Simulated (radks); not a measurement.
Radial electron density D(r) = 4 pi r^2 rho(r) of an atom or ion with 41 electrons. Method: Dirac Kohn-Sham, exchange-only LDA, spin-unpolarised, spherical densities, finite nucleus; Fermi nuclear charge, rms radius of each element as measured or else 0.836 A^(1/3) + 0.57 fm; computed with a radial shooting solver on a logarithmic mesh with Libxc functionals.

r (bohr)  D(r) (e/bohr)
0.003113          7.014
0.004152          11.05
0.005494          16.69
0.007327          24.52
0.009773          34.16
0.01303           44.41
0.01725           52.64
0.023             56.36
0.03068           53.98
0.04059           49.09
0.05414           49.17
0.07221           58.83
0.09631           69.05
0.1274            64.81
0.17              49.39
0.2267            45.84
0.2999            53.81
0.4001            46.34
0.5336            24.08
0.7117            13.61
0.9416            13.95
1.256             10.63
1.675             4.773
2.216             1.423
2.956            0.2604
3.943           0.02425
5.259         0.0008215

What is the nuclear charge?

Answer. Z = 44. The innermost maximum, from 1s, lies near gamma/Z bohr with gamma = sqrt(1 - (Z/c)^2) = 0.947, here 0.0215 bohr (found: 0.0236), and its height grows with Z. The density is that of the ruthenium ion Ru3+ in [Kr] 4d5; the configuration itself is not fixed sharply by these data, and Z only to a few units. D(r) has 4 maxima, at r = 0.0236, 0.104, 0.317, 0.934 bohr, and minima at 0.0473, 0.206, 0.759 bohr, inside which lie 2.06, 11.12, 29.24 electrons.
